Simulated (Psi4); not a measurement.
# Which level was it?

VN2H3F2: 8 atoms, total charge 0, spin state singlet. As SMILES, `[NH]=[V]([NH2])([F])[F]`. The shape was relaxed beforehand at PBE0/def2-TZVP. This is one conformer, not always the lowest.

```tsv
atom	x (Å)	y (Å)	z (Å)
N	-1.2009	0.8834	0.3826
V	0.0488	0.3679	-0.4734
N	0.6381	-1.0611	0.4585
F	-0.4314	-0.1015	-2.0815
F	1.2914	1.5849	-0.5815
H	-1.9830	1.3579	0.8141
H	0.2596	-1.4316	1.3146
H	1.4339	-1.5912	0.1252
```

A calculation with Psi4 1.11 gave:

```json
{
  "total energy": "-1254.7491 Eh",
  "dipole moment": "3.22 D",
  "lowest harmonic wavenumber": "190 cm⁻¹",
  "highest harmonic wavenumber": "3694 cm⁻¹",
  "zero-point energy": "116.4 kJ/mol",
  "entropy": "80.3 cal/(mol K)"
}
```

Which of these levels gave the numbers?
A. B3LYP-D4/def2-TZVPP (density fitting)
B. PBE0-D4/def2-TZVP (density fitting)
C. MP2/def2-QZVPP (density fitting, density fitting for correlation)
D. PBE0-D4/def2-TZVPP (density fitting)

B. The others give -1255.3210 Eh (B3LYP-D4/def2-TZVPP (density fitting)), -1254.7559 Eh (PBE0-D4/def2-TZVPP (density fitting)), -1254.2817 Eh (MP2/def2-QZVPP (density fitting, density fitting for correlation)).
